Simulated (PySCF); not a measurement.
HAlBr₂, SMILES `[Br][AlH][Br]`, neutral singlet in the gas phase. 

Z-matrix (Å, degrees):
```
Al
H 1 1.5591
Br 1 2.2509 2 120.72
Br 1 2.2510 2 120.75 3 -180.00
```
Charge 0, multiplicity 1.

All levels are single points at this geometry (B3LYP-D3(BJ)/def2-TZVP); Pople sets use spherical d functions. Orbital energies aren't observables, and empty levels follow the basis.

B3LYP-D3(BJ)/def2-TZVP in PySCF gives HOMO (eV) = -8.36.

Task: Estimate the HOMO (eV) from each of these levels: B3LYP/3-21G in PySCF; B3LYP/6-311+G** (LANL2DZ on Br) in PySCF; BP86/6-31G* in PySCF; SVWN5/6-31G* in PySCF; HF/6-31G* in PySCF.

Result: 
| level | HOMO (eV) |
|---|---|
| B3LYP/3-21G in PySCF | -8.08 |
| B3LYP/6-311+G** (LANL2DZ on Br) in PySCF | -8.36 |
| BP86/6-31G* in PySCF | -7.43 |
| SVWN5/6-31G* in PySCF | -7.47 |
| HF/6-31G* in PySCF | -11.52 |
